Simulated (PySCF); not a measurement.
## I (iodine, neutral) across methods

[Kr] 4d10 5s2 5p4 5d1, one real determinant (an excited configuration). Calculation: PySCF 2.14, in aug-cc-pVQZ-PP with one added diffuse shell each of s, p, d, f, g type with ECP28MDF (8s8p6d4f3g, 117 functions); scalar relativity through the core potential.

```
 method  E (hartree)  mean ε 5p α (eV)  mean ε 5p β (eV)  mean ε 5d α (eV)  Σ⟨r²⟩ (bohr²)   ⟨S²⟩
   PBE0    -295.4047           -12.040           -10.526            -1.250          85.96  3.755
wB97X-V    -295.3618           -14.265           -12.924            -2.175          85.34  3.753
 r2SCAN    -295.5087           -11.148            -9.641            -0.844          85.45  3.756
  B3LYP    -295.4864           -11.729           -10.424            -1.161          87.78  3.753
    UHF   -294.38563           -15.358           -13.251            -2.078          88.26  3.763
    PBE    -295.3828           -10.718            -9.362            -0.897          86.70  3.753
 revPBE    -295.4430           -10.716            -9.346            -0.920          87.16  3.754
    LDA    -294.9673           -10.808            -9.510            -0.850          86.32  3.752
```

⟨L²⟩ = 8.03 against 12 for a pure F term, so this real determinant mixes terms. Energies and moments cover only the electrons outside the core potential. The outer electron is Rydberg-like, and this basis confines it to a smaller radius and binds it less than a complete one would.
